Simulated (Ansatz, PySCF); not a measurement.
Input for Ansatz (a program for electronic structure):
Ansatz 0.2 input:
```yaml
crystal:
  periodic: [false, false, false]
  atoms:
    - {symbol: Si, position_ang: [1.84434748, 0.77811444, -0.03231500]}
    - {symbol: Si, position_ang: [0.16416537, -0.81270586, -0.09228709]}
    - {symbol: Si, position_ang: [-1.99843538, -0.01529745, 0.11893695]}
    - {symbol: H, position_ang: [3.19901703, 0.23312390, -0.14758428]}
    - {symbol: H, position_ang: [1.70184530, 1.75355602, -1.11706786]}
    - {symbol: H, position_ang: [1.81606434, 1.54371778, 1.21735150]}
    - {symbol: H, position_ang: [0.41379658, -1.82450880, 0.94977864]}
    - {symbol: H, position_ang: [0.27643206, -1.59248980, -1.33779706]}
    - {symbol: H, position_ang: [-2.32028977, 0.95246609, -0.93389650]}
    - {symbol: H, position_ang: [-2.19373438, 0.68155636, 1.39358787]}
    - {symbol: H, position_ang: [-3.03421581, -1.04897755, 0.05493974]}
basis:
  gaussian:
    orbitals: cc-pVDZ
hamiltonian:
  xc: revpbe
accuracy: high
```

Problem. Give the equivalent PySCF input.

Solution. Several could match; the one computed here: 
```python
from pyscf import gto, scf, dft

mol = gto.M(
    atom='''
Si    1.844347    0.778114   -0.032315
Si    0.164165   -0.812706   -0.092287
Si   -1.998435   -0.015297    0.118937
H     3.199017    0.233124   -0.147584
H     1.701845    1.753556   -1.117068
H     1.816064    1.543718    1.217351
H     0.413797   -1.824509    0.949779
H     0.276432   -1.592490   -1.337797
H    -2.320290    0.952466   -0.933897
H    -2.193734    0.681556    1.393588
H    -3.034216   -1.048978    0.054940
''',
    basis='cc-pvdz',
    charge=0,
    spin=0,
    verbose=4,
)

mf = dft.RKS(mol)
mf.xc = 'revpbe'
mf.grids.atom_grid = (99, 590)
mf.grids.prune = None
mf.kernel()
```

Both were run: Ansatz gave -873.071107 Eh and PySCF -873.071107 Eh, 0.000 mEh apart.
